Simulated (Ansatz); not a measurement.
Molecule: CTa (charge 0, doublet). SMILES: [C][Ta]
Coordinates optimised at B3LYP-D3(BJ)/def2-TZVP (Ansatz, a first-principles code):
```
Ta
C 1 1.7555
```
Charge 0, spin multiplicity 2.

Wanted: atomisation energy, in kcal/mol. Conventions: spin-orbit terms left out; 6-31G* and kin with 6d, 5d where marked; LANL2DZ with its own core potentials from Na on; atomisation electronic, to ground-state atoms; def2 sets with scalar-relativistic core potentials past Kr; UHF or UKS for open shells. First-principles rows: single points at B3LYP-D3(BJ) geometries (Ansatz). The spin state of an ion or metal species was assumed, not searched.

```tsv
level	program	atomisation energy (kcal/mol)
SVWN5/6-31G* with LANL2DZ past Ar	Ansatz	157.5
BLYP/6-31G* with LANL2DZ past Ar	Ansatz	125.3
B3LYP/LANL2DZ	Ansatz	108.5
B3LYP/def2-SVP	Ansatz	111.8
B3LYP/6-31G* with LANL2DZ past Ar	Ansatz	114.1
B3LYP/def2-TZVPD	Ansatz	113.1
```

No value to compare with is used here. The 5 habitual levels span 108.5 (B3LYP/LANL2DZ) to 157.5 kcal/mol (SVWN5/6-31G* with LANL2DZ past Ar); B3LYP/def2-TZVPD gives 113.1.

The levels are drawn from those run, B3LYP/6-31G* more often than the rest, none by its result; left out are runs that failed, that the program found above a lower state of the same kind, or whose <S^2> lies over 0.5 above the pure value.
